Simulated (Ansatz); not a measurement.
One change: `[CH3][GaH][Cl]` becomes `[OH][GaH][Cl]`.

Ansatz, PBE0-D4/def2-TZVP geometries, multiplicity 1. Each molecule was computed in one conformer, which needn't be the lowest.

Scalar relativity is left out up to krypton.

| property | `[CH3][GaH][Cl]` |
| --- | --- |
| HOMO energy (PBE0/def2-TZVPP) / eV | -8.12 |
| HOMO–LUMO gap (PBE/def2-TZVPP) / eV | 4.69 |
| LUMO energy (ωB97M-V/def2-TZVPP) / eV | 0.36 |
| size of the dipole moment (PBE/def2-TZVPP) / D | 2.44 |
| HOMO–LUMO gap (PBE0/def2-TZVPP) / eV | 6.78 |
| HOMO–LUMO gap (B3LYP/def2-TZVPP) / eV | 6.26 |

Question: What does the change do to each property? (Estimate.)

Answer: The calculation gave: 
```csv
property,`[OH][GaH][Cl]`,shift
HOMO energy (PBE0/def2-TZVPP) / eV,-8.95,-0.83
HOMO–LUMO gap (PBE/def2-TZVPP) / eV,5.58,0.89
LUMO energy (ωB97M-V/def2-TZVPP) / eV,0.58,0.22
size of the dipole moment (PBE/def2-TZVPP) / D,0.47,-1.97
HOMO–LUMO gap (PBE0/def2-TZVPP) / eV,7.81,1.03
HOMO–LUMO gap (B3LYP/def2-TZVPP) / eV,7.25,0.99
```

With PBE0 the HOMO falls by 0.83 eV and the LUMO rises by 0.20 eV, so the gap widens by about 1.03 eV. PBE moves the HOMO by -0.68 eV and ωB97M-V by -0.91 eV. Dipoles are sizes alone; their direction can turn.

B3LYP here is the variant with VWN-RPA as its local correlation; programs differ in this.
